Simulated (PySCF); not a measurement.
Compound: C3H9NOSi2.
Structure used (PBE0-D3(BJ)/def2-SVP), in Å, numbered top down from 1:
```xyz
16
C3H9NOSi2 angstrom
O      2.9000   -0.6144    0.6158
C      2.2333   -1.4562    0.0563
N      1.0641   -1.1731   -0.5776
Si     0.4637    0.5020   -0.5935
C     -1.3413    0.3977   -1.1640
Si    -1.8104    0.4063    0.6868
C     -0.0748    1.0454    1.1319
H      2.5301   -2.5324    0.0228
H      0.5699   -1.9399   -1.0204
H      1.4027    1.3711   -1.3581
H     -1.6576    1.3390   -1.6453
H     -1.6661   -0.4364   -1.8028
H     -2.9603    1.2840    1.0671
H     -2.0671   -0.9734    1.2034
H     -0.0727    2.1456    1.2193
H      0.4697    0.6273    1.9892
```

Level: PBE0/pcSseg-1 in PySCF, non-relativistic, on one gas-phase PBE0-D3(BJ)/def2-SVP geometry that isn't relaxed in the solvent. The solvent is an IEF-PCM continuum (van der Waals radii × 1.2). Specific hydrogen bonds and non-electrostatic terms are outside this model.

```json
{"run": "gas", "E − E(gas) (kcal/mol)": "0.00", "HOMO (eV)": "-7.63", "HOMO–LUMO gap (eV)": "7.68", "dipole (D)": "3.22"}
{"run": "P", "E − E(gas) (kcal/mol)": "-5.22", "HOMO (eV)": "-7.59", "HOMO–LUMO gap (eV)": "7.70", "dipole (D)": "4.00"}
{"run": "Q", "E − E(gas) (kcal/mol)": "-7.11", "HOMO (eV)": "-7.59", "HOMO–LUMO gap (eV)": "7.70", "dipole (D)": "4.32"}
```

**Question.** The runs were made in acetone and chloroform. Which run belongs to which solvent?

**Answer.** P = chloroform, Q = acetone. The dielectric constants are 4.711 (chloroform), 20.49 (acetone), and the energy falls further as ε rises. In this model the ground state sees the solvent through ε alone.

**Question.** How constant is the ratio of the lowering to (ε − 1)/(2ε + 1)?

**Answer.** 
```
   solvent  (ε − 1)/(2ε + 1)  E − E(gas) (kcal/mol)  ratio (kcal/mol)  polarisation term (kcal/mol)
chloroform             0.356                  -5.22             -14.7                         -6.01
   acetone             0.464                  -7.11             -15.3                         -8.63
```

The ratio changes by +4.5 % in size from chloroform to acetone. The polarisation term is half the interaction of the solute with the induced surface charges.
